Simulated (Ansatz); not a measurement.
Reaction (cleavage of the Si–P bond): `F[SiH2]P[SiH3]` + `N=C=O` → `O=C=N[SiH2]F` + `[SiH3]P`

Gas-phase electronic energies from Ansatz, PBE0-D4/def2-TZVP geometries. CCSD(T)/CBS adds triple-zeta CCSD(T) − MP2 to the extrapolated MP2 energy (def2 sets, frozen cores). This one scheme is used for every species. DFT in def2-TZVPP. HSE06 is defined as in plane-wave codes. Each species was taken in one conformer, which may not be the lowest.

| level | ΔE (kcal/mol) | difference from CCSD(T)/CBS |
| --- | --- | --- |
| PBE-D4 | -13.9 | 4.2 |
| B97M-V | -17.5 | 0.6 |
| PBE0-D4 | -15.8 | 2.3 |
| r2SCAN0-D4 | -18.1 | 0.0 |
| ωB97X-V | -18.3 | -0.2 |
| ωB97M-V | -18.5 | -0.4 |
| B2PLYP | -20.0 | -1.9 |
| PBE-QIDH | -18.2 | -0.1 |
| PBE0 | -16.6 | 1.5 |
| HSE06 | -16.6 | 1.5 |
| CAM-B3LYP | -21.3 | -3.2 |
| RPA@PBE/def2-TZVPP | -18.7 | -0.6 |
| SCS-MP2/def2-TZVPP | -20.5 | -2.4 |
| CCSD/def2-TZVPP | -20.1 | -2.0 |
| MP2/def2-QZVPP | -18.9 | -0.8 |
| SCS-MP2/def2-QZVPP | -20.2 | -2.1 |
| CCSD(T)/CBS | -18.1 | 0 |

Largest T1 diagnostic among the species: 0.018.

From BLYP to BHLYP (50 % exact exchange), in def2-TZVPP and without D4, ΔE moves by −3.3 kcal/mol. The D4 term adds +1.6 kcal/mol with B3LYP and +0.9 kcal/mol with PBE0; it sums over pairs of atoms, weighted by their polarisabilities, and B3LYP, whose exchange is more repulsive, gets the larger term.

B3LYP here is the variant with VWN-RPA as its local correlation; programs differ in this.
